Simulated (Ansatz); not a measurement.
O$_{2}$Zr, singlet, geometry from GFN2-xTB (such geometries of metal compounds can be far from the true shape) (core potentials on Zr); B3LYP/def2-SVP (Ansatz, an electronic-structure program).

Input for Ansatz:
Ansatz 0.2 input:
```yaml
crystal:
  periodic: [false, false, false]
  atoms:
    - {symbol: Zr, position_ang: [-0.14735518, -0.16294999, -0.21094306]}
    - {symbol: O, position_ang: [1.44787434, 0.60647650, -0.38052480]}
    - {symbol: O, position_ang: [-0.71109845, 0.20827346, 1.43524010]}
basis:
  gaussian:
    orbitals: def2-SVP
hamiltonian:
  xc: b3lyp
scf: {lower_state_search: light}
```

Output, abridged:

```
Functional definition: B3LYP
608 factors; their error is unknown
mean field evaluation 1: about -5351.1035 eV, gradient 1.0e2 eV
mean field evaluation 2: about -4960.3306 eV, gradient 3.4e2 eV
mean field evaluation 4: about -5372.0561 eV, gradient 1.1e1 eV
mean field evaluation 8: about -5372.3551 eV, gradient 5.7e-2 eV
mean field evaluation 16: about -5372.3805 eV, gradient 5.2e-5 eV
mean field -5372.38047609 eV, -197.4313409659 hartree, gradient 5.2e-5 eV, S^2 0.000000; 0 other end points of the search recorded, 0 dependent functions left out
reference -5372.38068268 eV, -197.4313485580 hartree; 14, 14 occupied and 45, 45 virtual orbitals, 608 factors
Total energy: -5372.38068268 eV, -197.4313485580 hartree
```
